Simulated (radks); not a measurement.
Task: The mean radii <r> (bohr) of the occupied orbitals of an atom or ion are listed with their occupations. Calculated with a radial shooting solver on a logarithmic mesh with Libxc functionals: scalar-relativistic Kohn-Sham, r2SCAN, spin-polarised, spherical densities, finite nucleus; meta-GGA in the generalised Kohn-Sham scheme; Fermi nuclear charge, rms radius of each element as measured or else 0.836 A^(1/3) + 0.57 fm.

| orbital | occ. | <r> |
|---|---|---|
| 1s down | 1 | 0.06092 |
| 1s up | 1 | 0.06092 |
| 2s up | 1 | 0.2789 |
| 2s down | 1 | 0.2784 |
| 2p up | 3 | 0.2471 |
| 2p down | 3 | 0.2466 |
| 3s up | 1 | 0.8194 |
| 3s down | 1 | 0.8228 |
| 3p up | 3 | 0.8498 |
| 3p down | 3 | 0.8540 |
| 3d up | 2 | 0.9025 |

Name the element and its charge. Open shells, if any, are filled with parallel spins first.

Result: Z = 25, manganese, charge +5: Mn5+ in [Ar] 3d2. The 1s radius gives Z: for a bare nucleus <r> = (2 gamma + 1)/(2Z) with gamma = sqrt(1 - (Z/c)^2), 0.05933 bohr for Z = 25, and screening makes it slightly larger (0.06092 here). The occupations add up to 20, and the charge is Z minus that.
